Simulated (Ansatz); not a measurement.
Start from `[SiH3][SiH2][SiH2][GeH3]` and change one atom or group to get `BS[SiH2][SiH2][SiH3]`.

Ansatz, PBE0-D4/def2-TZVP geometries, multiplicity 1. Each molecule was computed in one conformer, which needn't be the lowest.

Scalar relativity is left out up to krypton.

| property | `[SiH3][SiH2][SiH2][GeH3]` |
| --- | --- |
| zero-point energy (PBE0-D4/def2-TZVP) / kJ/mol | 215.5 |
| size of the dipole moment (ωB97M-V/def2-TZVPP) / D | 0.22 |
| ideal-gas entropy at 298 K and 1 bar (rigid rotor, harmonic PBE0-D4/def2-TZVP) / J/(mol·K) | 429 |
| HOMO–LUMO gap (B3LYP/def2-TZVPP) / eV | 7.20 |
| LUMO energy (PBE/def2-TZVPP) / eV | -1.14 |
| LUMO energy (B3LYP/def2-TZVPP) / eV | -0.50 |

Question: What does the change do to each property? (Estimate.)

Answer: The calculation gave: 
```json
{"property": "zero-point energy (PBE0-D4/def2-TZVP) / kJ/mol", "`BS[SiH2][SiH2][SiH3]`": "216.6", "shift": "1.1"}
{"property": "size of the dipole moment (ωB97M-V/def2-TZVPP) / D", "`BS[SiH2][SiH2][SiH3]`": "1.07", "shift": "0.85"}
{"property": "ideal-gas entropy at 298 K and 1 bar (rigid rotor, harmonic PBE0-D4/def2-TZVP) / J/(mol·K)", "`BS[SiH2][SiH2][SiH3]`": "417", "shift": "-12"}
{"property": "HOMO–LUMO gap (B3LYP/def2-TZVPP) / eV", "`BS[SiH2][SiH2][SiH3]`": "5.79", "shift": "-1.41"}
{"property": "LUMO energy (PBE/def2-TZVPP) / eV", "`BS[SiH2][SiH2][SiH3]`": "-2.53", "shift": "-1.39"}
{"property": "LUMO energy (B3LYP/def2-TZVPP) / eV", "`BS[SiH2][SiH2][SiH3]`": "-1.77", "shift": "-1.27"}
```

With PBE0 the HOMO rises by 0.12 eV and the LUMO falls by 1.27 eV, so the gap narrows by about 1.39 eV. PBE moves the HOMO by 0.12 eV and ωB97M-V by 0.07 eV. Dipoles are sizes alone; their direction can turn. Modes under 60 cm⁻¹, often nearly free rotors, make the harmonic entropy too high.

B3LYP here is the variant with VWN-RPA as its local correlation; programs differ in this.
